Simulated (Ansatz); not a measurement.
CHFS2Si (`F[SiH]1SC1=S`). The species carries charge 0 and has multiplicity 1. All single points use the PBE0-D4/def2-TZVP geometry.

```xyz
6

F     1.377    1.351   -0.792
Si    0.010    0.706   -0.324
S    -0.576   -1.137   -1.126
C    -0.024   -0.871    0.569
S     0.182   -1.839    1.823
H    -0.969    1.790   -0.149
```

What is the dipole moment at B3LYP/def2-TZVPP? (Best estimate.)

The calculation gave: 2.26 D, with components (-1.02, 1.76, -0.99) D in this frame, pointing from negative to positive charge.

And with PBE, r2SCAN, ωB97M-V? (Best estimate.)

Ansatz gave: PBE 2.12 D, r2SCAN 2.26 D, ωB97M-V 2.30 D.

Give the Mulliken charges with B3LYP, ωB97M-V, r2SCAN in def2-TZVPP. (An estimate is asked.)

The calculation gave: 
```
atom  B3LYP  ωB97M-V  r2SCAN
  F1  -0.29    -0.28   -0.30
 Si2   0.61     0.55    0.65
  S3  -0.08    -0.05   -0.08
  C4  -0.04    -0.09   -0.07
  S5  -0.16    -0.12   -0.15
  H6  -0.04     0.00   -0.05
```

B3LYP here is the variant with VWN-RPA as its local correlation; programs differ in this.
